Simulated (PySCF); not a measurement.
# Ionisation energy of Mo⁴⁰⁺ by level of theory

Mo⁴⁰⁺ 1s2 (1S) → Mo⁴¹⁺ 1s1 (2S), as a difference of total energies. Calculation: PySCF 2.14, in an even-tempered Gaussian basis (15 s from 69 bohr⁻², ratio 2.2; 7 p from 100 bohr⁻², ratio 2.4; 4 d from 310 bohr⁻², ratio 2.4; 3 f from 470 bohr⁻², ratio 2.4; 3 g from 700 bohr⁻², ratio 2.4); the non-relativistic Hamiltonian (point nucleus). Correlated levels: nothing frozen; virtual orbitals above 40 to 60 times the deepest correlated orbital energy dropped. The calculations carry no spin-orbit coupling.

```json
{"method": "UHF", "ionisation energy (eV)": "23289.2", "difference from reference (eV)": "-521.5"}
{"method": "LDA", "ionisation energy (eV)": "23245.2", "difference from reference (eV)": "-565.5"}
{"method": "PBE", "ionisation energy (eV)": "23283.2", "difference from reference (eV)": "-527.5"}
{"method": "PBE0", "ionisation energy (eV)": "23285.0", "difference from reference (eV)": "-525.7"}
{"method": "r2SCAN", "ionisation energy (eV)": "23290.5", "difference from reference (eV)": "-520.2"}
{"method": "PW91", "ionisation energy (eV)": "23284.8", "difference from reference (eV)": "-525.9"}
{"method": "BP86", "ionisation energy (eV)": "23291.1", "difference from reference (eV)": "-519.6"}
{"method": "MP2 (all electrons)", "ionisation energy (eV)": "23290.4", "difference from reference (eV)": "-520.3"}
{"method": "SCS-MP2 (all electrons)", "ionisation energy (eV)": "23290.6", "difference from reference (eV)": "-520.1"}
```

Reference: 23810.7 eV (theoretical estimate listed by NIST; NIST Atomic Spectra Database, ionization energies).

The gap to the reference is mostly relativistic.
